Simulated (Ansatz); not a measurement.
System: H4SiPO, charge 0, doublet. H4SiPO (SMILES [SiH2](O)[PH], doublet).
B3LYP-D3(BJ)/def2-TZVP minimum from Ansatz (a quantum-chemistry and plane-wave program):
```
Si
O 1 1.6542
H 2 0.9605 1 118.37
H 1 1.4762 2 105.31 3 179.15
H 1 1.4869 4 109.61 2 -119.86
P 1 2.2639 4 109.22 5 -117.82
H 6 1.4266 1 91.49 4 -172.20
```
Charge 0, spin multiplicity 2.

Quantity: atomisation energy (electronic, to ground-state atoms), in kcal/mol. Radicals and triplets start from unrestricted determinants; spin-orbit coupling is neglected. CBS(X,Y): correlation extrapolated as X^-3, Hartree-Fock from the larger set. A bracket is a step between two methods taken in the basis named. Functionals run without relativity, which enters their misses. Double hybrids freeze cores in their MP2 part. '+ core + X2C': CCSD(T) terms for core correlation (cc-pwCVTZ, 1s frozen past Ne) and scalar relativity (cc-pVTZ-DK). For partners of very few electrons the exact lower level stands in for a higher one.

CCSD(T)/CBS(cc-pV(T+d)Z,cc-pV(Q+d)Z) + [CCSDT(Q) - CCSD(T)]/cc-pV(D+d)Z + core + X2C (Ansatz) gives 510.0 kcal/mol.

Task: What does PBE/def2-TZVPD (Ansatz) give here, and how do the other levels compare?

Result: PBE gives 507.1 kcal/mol, 2.9 kcal/mol below it. Differences of the others: r2SCAN/def2-TZVPD (Ansatz) -1.5; B2PLYP/def2-TZVPD (Ansatz) -10.7; CCSD(T)/CBS(cc-pV(T+d)Z,cc-pV(Q+d)Z) + core + X2C (Ansatz) -0.7 kcal/mol. Nearer than PBE: r2SCAN/def2-TZVPD, CCSD(T)/CBS(cc-pV(T+d)Z,cc-pV(Q+d)Z) + core + X2C.
